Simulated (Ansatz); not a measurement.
Cartesian coordinates in Å:
```
N -0.957 1.314 -0.276
Si 0.127 0.013 -0.554
O -0.530 -1.409 -1.106
Ga 1.130 -0.629 1.538
H -1.203 1.972 -0.997
H -1.646 1.287 0.457
H 1.041 0.552 -1.604
H -0.872 -1.426 -2.003
H 0.235 -0.789 2.829
H 2.673 -0.885 1.716
```

Charge 0, multiplicity 1.

Problem. List the PBE0/def2-TZVPP orbital energies in eV (Ansatz). (Estimate.)

Solution. The calculation gave: Occupied: -10146.88, -1802.83, -1252.78, -1108.97, -1108.85, -1108.85, -522.47, -390.87, -151.00, -145.02, -104.04, -103.71, -103.71, -99.70, -99.68, -99.67, -27.86, -23.76, -23.11, -22.97, -22.96, -22.80, -22.75, -15.60, -13.95, -13.44, -12.12, -11.04, -10.24, -8.95, -8.28, -7.86, -7.11. Lowest empty: -1.76, 0.31, 1.19, 1.36, 1.91, 2.12, 2.51, 2.95.
